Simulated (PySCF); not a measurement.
C₃H₁₁NSi₂, SMILES N(C=C)([SiH3])C[SiH3].

Geometry optimised at B3LYP-D3(BJ)/def2-SVP. The structure was generated by enumeration, and PubChem lists no compound with its InChIKey, so it may never have been made. Other conformers were not sampled.

Two levels are set side by side: PBE/def2-TZVP (PySCF) and CAM-B3LYP/def2-TZVP (PySCF). Same geometry, gas phase. Differences are taken from unrounded values.

| quantity | CAM-B3LYP | PBE | PBE minus CAM-B3LYP |
|---|---|---|---|
| orbital gap (eV) | 8.42 | 4.27 | -4.15 |
| highest occupied level (eV) | -7.14 | -4.83 | 2.31 |
| lowest empty level (eV) | 1.28 | -0.56 | -1.85 |
| dipole moment (D) | 1.26 | 1.23 | -0.03 |

PBE's occupied levels lie high since its potential decays too fast outside the molecule; exact exchange lowers them and widens the gap. Differences between two approximate levels are no errors against the true value.

Rough cost on one machine, each run with all the roots and properties that it gave: CAM-B3LYP against PBE within a factor of 2.
